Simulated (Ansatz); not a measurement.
Ansatz (a quantum-chemistry and plane-wave program) input for C4H10BN, SMILES C(B(NC)C)=C, ωB97X-V/def2-SVPD. Geometry optimised at B3LYP-D3(BJ)/def2-SVP. The structure was generated by enumeration, and PubChem lists no compound with its InChIKey, so it may never have been made. One conformer was computed; it need not be the lowest.

Ansatz 0.2 input:
```yaml
crystal:
  periodic: [false, false, false]
  atoms:
    - {symbol: C, position_ang: [-1.69099896, -1.07253803, 0.83210906]}
    - {symbol: C, position_ang: [-1.13266981, 0.14720769, 0.78507566]}
    - {symbol: B, position_ang: [-0.00580299, 0.62106225, -0.20699860]}
    - {symbol: C, position_ang: [-0.17242906, 2.02272034, -0.93336398]}
    - {symbol: N, position_ang: [1.13911045, -0.15014173, -0.46297717]}
    - {symbol: C, position_ang: [1.56140194, -1.41130467, 0.11323458]}
    - {symbol: H, position_ang: [-1.34967385, -1.88968006, 0.18643109]}
    - {symbol: H, position_ang: [-2.53048995, -1.31073570, 1.49535756]}
    - {symbol: H, position_ang: [-1.57265850, 0.91234403, 1.44217483]}
    - {symbol: H, position_ang: [-0.25591892, 2.83167946, -0.18522132]}
    - {symbol: H, position_ang: [0.65631195, 2.28054277, -1.61409895]}
    - {symbol: H, position_ang: [-1.11100467, 2.05397528, -1.51424582]}
    - {symbol: H, position_ang: [1.79578368, 0.21721605, -1.14544739]}
    - {symbol: H, position_ang: [0.95901643, -1.63831592, 1.00227259]}
    - {symbol: H, position_ang: [1.45104193, -2.25472844, -0.59315504]}
    - {symbol: H, position_ang: [2.62100899, -1.37312866, 0.41943374]}
basis:
  gaussian:
    orbitals: def2-SVPD
hamiltonian:
  xc: {name: wB97X-V}
```

Log of the run:

```
WARN ansatz: RAYON_NUM_THREADS=2 ignored (pool sized by the plan → 2); use --threads N
Functional definition: wB97X-V
integrals: 0.19 GiB planned
1650 factors; their error is unknown
integrals: 0.21 GiB planned
674 factors; integrals over basis functions are off by at most 3.2e-6 eV
mean field: 1.70 GiB planned
mean field evaluation 1: about -6467.1185 eV, gradient 4.7e1 eV
mean field evaluation 2: about -6469.6554 eV, gradient 3.5e1 eV
mean field evaluation 4: about -6472.2365 eV, gradient 1.9e0 eV
mean field evaluation 8: about -6472.2492 eV, gradient 7.7e-2 eV
mean field evaluation 16: about -6472.1916 eV, gradient 1.4e-4 eV
mean field -6472.19156801 eV, -237.8486531154 hartree, gradient 3.4e-5 eV, S^2 0.000000; 0 other end points of the search recorded, 0 dependent functions left out
reference -6472.19156543 eV, -237.8486530207 hartree; 23, 23 occupied and 177, 177 virtual orbitals, 1650 factors
Total energy: -6472.19156543 eV, -237.8486530207 hartree
```

The run converged.

Cost: very roughly 14 core-seconds.
